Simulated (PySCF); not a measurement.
## Basis-set dependence of population analyses: `C=C[C](=C)[AlH][F]`

Compound: C4H6AlF.
SMILES with atom numbers: `[CH2:1]=[CH:2][C:3](=[CH2:4])[AlH:5][F:6]` (hydrogens: H7, H8 on C1; H9 on C2; H10, H11 on C4; H12 on Al5)

Geometry (PBE0-D3(BJ)/def2-SVP, Å), atoms numbered from 1 in this order:
```xyz
12
C4H6AlF angstrom
C      2.013   -0.405   -0.191
C      0.780   -0.739   -0.598
C     -0.460   -0.106   -0.144
C     -1.653   -0.524   -0.622
Al    -0.553    1.331    1.168
F     -2.095    1.910    1.446
H      2.182    0.395    0.538
H      2.899   -0.919   -0.570
H      0.673   -1.550   -1.333
H     -1.728   -1.340   -1.355
H     -2.598   -0.073   -0.302
H      0.609    2.005    1.999
```

PBE0 throughout (PySCF), one geometry, spherical d and f functions. The structure is a single PBE0-D3(BJ)/def2-SVP conformer in the gas phase; no vibrational or solvent corrections. The first 7 of 12 kinds of atom are listed.

Mulliken charges (e):

```csv
basis,functions,C1,C2,C3,C4,Al5,F6,H7
STO-3G,40,-0.177,-0.093,-0.229,-0.179,+0.821,-0.276,+0.073
6-31G,70,-0.384,-0.095,-0.337,-0.340,+1.021,-0.530,+0.162
pcSseg-0,70,-0.437,-0.183,-0.706,-0.349,+1.329,-0.522,+0.228
6-31G*,100,-0.418,-0.107,-0.081,-0.410,+0.713,-0.472,+0.177
cc-pVDZ,118,-0.048,-0.046,-0.216,+0.016,+0.598,-0.400,+0.048
def2-SVP,118,-0.098,-0.010,-0.344,-0.047,+0.839,-0.414,+0.054
aug-cc-pVDZ,196,+0.305,+1.358,+0.153,+0.834,+0.516,-0.650,-0.534
"6-311+G(2d,p)",206,-0.428,-0.318,+0.209,-0.524,+1.105,-0.561,+0.119
def2-TZVP,228,-0.279,-0.156,-0.053,-0.272,+0.542,-0.365,+0.138
cc-pVTZ,268,-0.286,-0.081,-0.064,-0.252,+0.519,-0.343,+0.118
IGLO-III,279,-0.241,-0.048,-0.205,-0.232,+1.058,-0.607,+0.089
pcSseg-2,307,-0.076,-0.046,-0.350,-0.042,+1.000,-0.515,+0.041
```

IAO charges (e):

```tsv
basis	functions	C1	C2	C3	C4	Al5	F6	H7
STO-3G	40	-0.263	-0.138	-0.370	-0.245	+1.140	-0.474	+0.123
6-31G	70	-0.311	-0.122	-0.329	-0.267	+1.004	-0.544	+0.146
pcSseg-0	70	-0.298	-0.122	-0.349	-0.250	+1.019	-0.528	+0.140
6-31G*	100	-0.301	-0.117	-0.346	-0.256	+1.069	-0.560	+0.141
cc-pVDZ	118	-0.306	-0.120	-0.340	-0.261	+1.063	-0.561	+0.143
def2-SVP	118	-0.297	-0.115	-0.347	-0.251	+1.077	-0.557	+0.138
aug-cc-pVDZ	196	-0.319	-0.122	-0.339	-0.272	+1.085	-0.577	+0.147
6-311+G(2d,p)	206	-0.319	-0.122	-0.348	-0.272	+1.101	-0.580	+0.147
def2-TZVP	228	-0.319	-0.121	-0.349	-0.272	+1.107	-0.581	+0.147
cc-pVTZ	268	-0.319	-0.122	-0.346	-0.272	+1.099	-0.577	+0.147
IGLO-III	279	-0.321	-0.122	-0.348	-0.273	+1.107	-0.581	+0.148
pcSseg-2	307	-0.319	-0.121	-0.350	-0.271	+1.107	-0.582	+0.147
```

Problem. Which scheme is steadiest as the basis changes?

Solution. Largest range over the bases for any column: IAO 0.14 e, Mulliken 1.68 e. IAO charges move least and Mulliken charges most, counted in e. Without the minimal STO-3G basis the ranges are IAO 0.10, Mulliken 1.68 e.

Problem. How much do the charges still move between the two largest bases, IGLO-III and pcSseg-2?

Solution. At most, over all atoms: Mulliken 0.190 e, IAO 0.003 e.

Problem. What do the same runs give for the total energy, the frontier levels and the dipole moment?

Solution. 
| basis | energy (Eh) | HOMO (eV) | LUMO (eV) | μ (D) |
| --- | --- | --- | --- | --- |
| STO-3G | -491.6615 | -4.43 | 2.20 | 0.32 |
| 6-31G | -497.8328 | -6.89 | -1.38 | 2.20 |
| pcSseg-0 | -497.0970 | -7.12 | -1.43 | 1.81 |
| 6-31G* | -497.9024 | -6.78 | -1.20 | 1.68 |
| cc-pVDZ | -497.9342 | -6.97 | -1.40 | 1.83 |
| def2-SVP | -497.6601 | -7.01 | -1.39 | 1.68 |
| aug-cc-pVDZ | -497.9575 | -7.08 | -1.58 | 1.88 |
| 6-311+G(2d,p) | -498.0136 | -7.09 | -1.57 | 1.88 |
| def2-TZVP | -498.0389 | -7.07 | -1.51 | 1.80 |
| cc-pVTZ | -498.0293 | -7.05 | -1.47 | 1.77 |
| IGLO-III | -498.0450 | -7.08 | -1.52 | 1.78 |
| pcSseg-2 | -498.0442 | -7.10 | -1.54 | 1.82 |

The dipole is fixed by the density alone, so its range of 1.88 D shows that the density itself changes with the basis, not only its division among atoms.
